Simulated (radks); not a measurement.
The numbers below are computed, except where a source is named.
The phosphorus anion P3-, [Ar], held by a Watson sphere: a shell of charge +4.15 at radius R that stands for the Madelung well of a crystal (potential energy -4.15/R inside, -4.15/r outside, in hartree with lengths in bohr). Level of theory: non-relativistic Kohn-Sham, LDA (Slater exchange, Perdew-Wang correlation), spin-polarised, spherical densities, point nucleus (a radial shooting solver on a logarithmic mesh with Libxc functionals). Response by self-consistent Sternheimer equations with the Hartree and adiabatic LDA kernel. The sphere does not respond.

| R (bohr) | e(2p) (eV) | e(3s) (eV) | e(3p) (eV) | <r> 3p (bohr) | sum of <r^2> (bohr^2) | X-ray form factor at sin(theta)/lambda = 0.2 1/angstrom | alpha (bohr^3) |
|---|---|---|---|---|---|---|---|
| 2 | -131.45 | -28.238 | -19.389 | 2.082 | 40.22 | 11.116 | 18.07 |
| 2.57 | -129.54 | -24.392 | -16.526 | 2.332 | 49.22 | 10.580 | 28.17 |
| 3.01 | -128.63 | -21.984 | -14.565 | 2.513 | 56.35 | 10.336 | 39.49 |
| 3.15 | -128.37 | -21.316 | -13.996 | 2.568 | 58.64 | 10.284 | 43.90 |
| 3.61 | -127.54 | -19.416 | -12.314 | 2.745 | 66.22 | 10.183 | 61.77 |
| 4.04 | -126.82 | -17.991 | -10.985 | 2.905 | 73.47 | 10.154 | 84.23 |
| 4.06 | -126.79 | -17.932 | -10.929 | 2.912 | 73.81 | 10.154 | 85.44 |
| 4.45 | -126.19 | -16.891 | -9.910 | 3.052 | 80.62 | 10.160 | 112.2 |

Estimate the row for R = 3.14 bohr.

Answer. e(2p) (eV) -128.39; e(3s) (eV) -21.363; e(3p) (eV) -14.036; <r> 3p (bohr) 2.564; sum of <r^2> (bohr^2) 58.47; X-ray form factor at sin(theta)/lambda = 0.2 1/angstrom 10.288; alpha (bohr^3) 43.57.
